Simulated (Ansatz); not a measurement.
One geometry of C2H3Cl2F3OSn, SMILES `[CH3][Sn]([Cl])([Cl])[O]C(F)(F)F`, several functionals.

```yaml
crystal:
  periodic: [false, false, false]
  atoms:
    - {symbol: C, position_ang: [-1.090022, -1.394918, 0.494147]}
    - {symbol: Sn, position_ang: [-0.274124, 0.449971, 1.109117]}
    - {symbol: Cl, position_ang: [-1.761871, 2.199752, 1.169347]}
    - {symbol: Cl, position_ang: [0.829645, 0.408954, 3.121162]}
    - {symbol: O, position_ang: [1.177254, 1.069793, -0.111824]}
    - {symbol: C, position_ang: [1.212350, 0.688570, -1.369435]}
    - {symbol: F, position_ang: [1.625185, -0.589324, -1.513232]}
    - {symbol: F, position_ang: [-0.010627, 0.741323, -1.959409]}
    - {symbol: F, position_ang: [2.030290, 1.451793, -2.081598]}
    - {symbol: H, position_ang: [-0.272930, -2.105257, 0.378702]}
    - {symbol: H, position_ang: [-1.791271, -1.736422, 1.253521]}
    - {symbol: H, position_ang: [-1.596977, -1.239435, -0.456598]}
basis:
  gaussian: {orbitals: def2-TZVPP}
hamiltonian: {xc: {name: LC-wPBE}}
output: {orbitals: {seedname: orbitals}}
```

```sh
$ ansatz run in.yaml --threads 2 --pin off --events-out ev --progress --plain --backend cuda
```

Output, abridged:

```
Functional definition: LC-wPBE
  name "LC-wPBE"
  cite "Vydrov & Scuseria, J. Chem. Phys. 125, 234109 (2006) doi:10.1063/1.2409292"
  cite "Heyd & Scuseria, J. Chem. Phys. 120, 7274 (2004) doi:10.1063/1.1668634"
  cite "Ernzerhof & Perdew, J. Chem. Phys. 109, 3313 (1998) doi:10.1063/1.476928"
  cite "Perdew, Burke & Ernzerhof, Phys. Rev. Lett. 77, 3865 (1996) doi:10.1103/PhysRevLett.77.3865"
  parent pbe
  parameter omega = 0.4/bohr
  exchange = pbe_x_sr(omega) + exact_x_lr(omega)
  correlation = pbe_c
2132 factors; their error is unknown
555 factors; integrals over basis functions are off by at most 2.6e-5 eV
mean field evaluation 1: about -43186.3676 eV, gradient 7.2e1 eV
mean field evaluation 2: about -43187.3680 eV, gradient 7.3e1 eV
mean field evaluation 4: about -43194.7633 eV, gradient 2.9e0 eV
mean field evaluation 8: about -43194.7896 eV, gradient 6.6e-2 eV
mean field evaluation 16: about -43194.7509 eV, gradient 1.6e-4 eV
mean field -43194.75087469 eV, -1587.3778161912 hartree, gradient 6.2e-5 eV, S^2 0.000000; 0 other end points of the search recorded, 0 dependent functions left out
reference -43194.75087470 eV, -1587.3778161915 hartree; 53, 53 occupied and 309, 309 virtual orbitals, 2132 factors
Total energy: -43194.75087470 eV, -1587.3778161915 hartree
```

Run time 8 s (2 threads of an AMD EPYC 7R13 on a shared host and a share of an NVIDIA H100 80 GB); peak host memory 0.91 GiB.

With the line `hamiltonian: {xc: {name: r2SCAN0}, dispersion: d4}` (abridged; 6 s):

```
Functional definition: r2SCAN0
mean field evaluation 16: about -43200.1596 eV, gradient 1.8e-4 eV
mean field -43200.15955540 eV, -1587.5765815411 hartree, gradient 5.5e-5 eV, S^2 0.000000
Total energy: -43200.27942725 eV, -1587.5809867502 hartree
```

With the line `hamiltonian: {xc: r2scan, dispersion: d4}` and forces (abridged; 8 s):

```
Functional definition: r2SCAN
mean field evaluation 16: about -43202.7943 eV, gradient 6.7e-3 eV
mean field -43202.79432360 eV, -1587.6734074867 hartree, gradient 1.5e-5 eV, S^2 0.000000
Total energy: -43202.89456484 eV, -1587.6770912841 hartree
Atom 0 force    -0.051661    -0.121360    -0.045125 eV/Å
Atom 1 force    -0.022146    -0.051268    -0.047707 eV/Å
Atom 2 force    -0.080742     0.093816    -0.001116 eV/Å
Atom 3 force     0.059268    -0.002317     0.098220 eV/Å
Atom 4 force     0.124319     0.161233     0.232379 eV/Å
Atom 5 force    -0.005796     0.053169     0.181648 eV/Å
Atom 6 force     0.126871    -0.402650    -0.046956 eV/Å
Atom 7 force    -0.403534     0.015547    -0.184748 eV/Å
Atom 8 force     0.235220     0.216886    -0.198179 eV/Å
Atom 9 force    -0.018118     0.023233     0.004890 eV/Å
Atom 10 force     0.020029     0.012761    -0.018616 eV/Å
Atom 11 force     0.016291     0.000951     0.025310 eV/Å
Dipole moment:    -0.444643    -0.605542     0.151814 e Å
```

Changing it to `hamiltonian: {xc: {name: CAM-B3LYP}, dispersion: d4}` (abridged; 7.5 s):

```
Functional definition: CAM-B3LYP
mean field evaluation 16: about -43204.3379 eV, gradient 1.5e-4 eV
mean field -43204.33785538 eV, -1587.7301312332 hartree, gradient 4.8e-5 eV, S^2 0.000000
Total energy: -43204.68248179 eV, -1587.7427960200 hartree
```

With the line `hamiltonian: {xc: {name: wB97X-V}}` (abridged; 12 s):

```
Functional definition: wB97X-V
mean field evaluation 16: about -43199.4774 eV, gradient 1.4e-4 eV
mean field -43199.47736875 eV, -1587.5515116440 hartree, gradient 4.5e-5 eV, S^2 0.000000
Total energy: -43199.47736651 eV, -1587.5515115619 hartree
```

The same input with `hamiltonian: {xc: {name: B2PLYP}}` (abridged; 11 s):

```
Functional definition: B2PLYP
mean field evaluation 16: about -43169.8233 eV, gradient 2.3e-4 eV
mean field -43169.82327381 eV, -1586.4617437554 hartree, gradient 2.5e-6 eV, S^2 0.000000
25 core orbitals not correlated, not the lowest: weight in the atoms' cores, before any rotation towards them, 0.638 or more for the frozen orbitals, at most 0.357 for the correlated occupied ones
second order -57.19200414 eV of doubles, -0.00000000 eV of singles
Total energy: -43185.26530892 eV, -1587.0292280787 hartree
```
